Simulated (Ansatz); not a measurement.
Relaxation of ClH$_{6}$NSSi$_{2}$ (11 atoms, charge 0, multiplicity 1), to a largest force component of 0.015 eV/Å in at most 40 steps.

Level of theory: RKS PBE0-D4/6-31G* in Ansatz.

```xyz
11
Properties=species:S:1:pos:R:3
N -1.021 1.573 -0.132
Si -0.209 0.191 -0.503
Si 1.377 -0.407 1.033
S -1.685 -1.258 -0.638
Cl 0.598 0.403 -2.389
H -1.579 1.907 -0.984
H -1.762 1.396 0.545
H 2.053 -1.704 0.678
H 0.814 -0.531 2.446
H 2.506 0.601 1.151
H -2.551 -0.654 -1.384
```

Q: Where does it end, and by what steps?

A: It converged. After 11 steps the energy has fallen by 0.664 eV; H6 moved furthest, 0.44 Å.

| step | energy less start (eV) | largest force component (eV/Å) | accepted |
| --- | --- | --- | --- |
| 0 | 0.0000 | 3.419 | yes |
| 1 | -0.4991 | 1.569 | yes |
| 2 | -0.5978 | 0.673 | yes |
| 3 | -0.6263 | 0.248 | yes |
| 4 | -0.6457 | 0.253 | yes |
| 5 | -0.6573 | 0.220 | yes |
| 6 | -0.6225 | 0.387 | no |
| 7 | -0.6619 | 0.047 | yes |
| 8 | -0.6630 | 0.078 | yes |
| 9 | -0.6634 | 0.031 | yes |
| 10 | -0.6636 | 0.023 | yes |
| 11 | -0.6636 | 0.015 | yes |

```xyz
11
Properties=species:S:1:pos:R:3
N -1.086 1.604 -0.126
Si -0.296 0.128 -0.514
Si 1.358 -0.433 1.033
S -1.591 -1.583 -0.655
Cl 0.571 0.529 -2.361
H -1.342 2.250 -0.861
H -1.710 1.656 0.668
H 1.926 -1.775 0.733
H 0.774 -0.445 2.405
H 2.434 0.594 0.970
H -2.497 -1.011 -1.472
```

Whether the end is a true minimum wasn't checked by a vibrational analysis.

The run took 54 s on 2 threads of Arm Neoverse V2 (shared host), peak memory 0.25 GiB.
